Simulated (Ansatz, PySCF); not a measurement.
hydrogen bromide (BrH), SMILES Br.

Geometry optimised at PBE0-D3(BJ)/def2-TZVPD.

Vertical ionisation energy (IE) and electron affinity (EA) in eV. Rows of orbital energies are one-electron estimates. Where ΔSCF, EOM or ADC give a negative EA the extra electron is unbound and the value depends on the basis.

```json
[
 {"level": "−ε(HOMO), −ε(LUMO), CAM-B3LYP/def2-TZVPD (PySCF)", "IE": "(withheld)", "EA": "(withheld)"},
 {"level": "−ε(HOMO), −ε(LUMO), r2SCAN/def2-TZVPD (PySCF)", "IE": "7.79", "EA": "0.86"},
 {"level": "−ε(HOMO), −ε(LUMO), PBE/def2-TZVPD (PySCF)", "IE": "7.47", "EA": "1.35"},
 {"level": "EOM-CCSD/aug-cc-pVDZ (PySCF)", "IE": "11.54", "EA": "-0.64"},
 {"level": "ADC(3)/aug-cc-pVDZ (PySCF)", "IE": "11.62", "EA": "-0.65"},
 {"level": "ΔSCF, CAM-B3LYP/def2-TZVPD (Ansatz), final states of multiplicity 2 and 2", "IE": "11.81", "EA": "-1.10"},
 {"level": "ΔSCF, PBE/def2-TZVPD (Ansatz), final states of multiplicity 2 and 2", "IE": "11.72", "EA": "-0.98"}
]
```

Problem. Some entries are withheld; supply them. (An estimate is asked for; the answer gives what the named calculation found.)

Solution. 
- −ε(HOMO), −ε(LUMO), CAM-B3LYP/def2-TZVPD (PySCF), IE: 10.17
- −ε(HOMO), −ε(LUMO), CAM-B3LYP/def2-TZVPD (PySCF), EA: -0.31

Problem. What vertical singlet–triplet gap does ΔSCF give with CAM-B3LYP/def2-TZVPD (Ansatz, a first-principles code) and with PBE/def2-TZVPD (Ansatz)? (An estimate is asked for; the answer gives what the named calculation found.)

Solution. 6.27 and 6.14 eV (triplet above singlet where positive).

Problem. Beyond the first one, list the lowest photoelectron lines from ADC(3)/aug-cc-pVDZ (PySCF 2.14.0) with their pole strengths (two spins summed). (The exact figures need the calculation; the answer reports its results.)

Solution. 15.60 eV (1.85).
